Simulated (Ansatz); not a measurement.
Isolated molecules relaxed with PBE0-D4/def2-TZVP in Ansatz; ΔE leaves out vibrations. CBS: MP2 limit from def2 TZ/QZ plus the TZ coupled-cluster correction, frozen cores. Each species was taken in one conformer, which may not be the lowest.

`O[SiH2][SiH](F)S` + `C=C(O)F` → `O[SiH](F)S` + `C=C(F)[SiH2]O`  (formal exchange of groups at the Si–Si bond)

| species | HF/def2-TZVPP energy (Eh) |
| --- | --- |
| `O[SiH2][SiH](F)S` | -1152.86802 |
| `C=C(O)F` | -251.86557 |
| `O[SiH](F)S` | -862.77834 |
| `C=C(F)[SiH2]O` | -542.02312 |

(1) Work out ΔE.

Largest T1 diagnostic among the species: 0.012.

Results:

(1) ΔE = (-862.77834) + (-542.02312) − (-1152.86802) − (-251.86557) = -0.06787 Eh = -178.2 kJ/mol. CCSD(T)/CBS gives -172.3 kJ/mol.

From PBE to PBE0 (25 % exact exchange), in def2-TZVPP and without D4, ΔE moves by −8.3 kJ/mol.
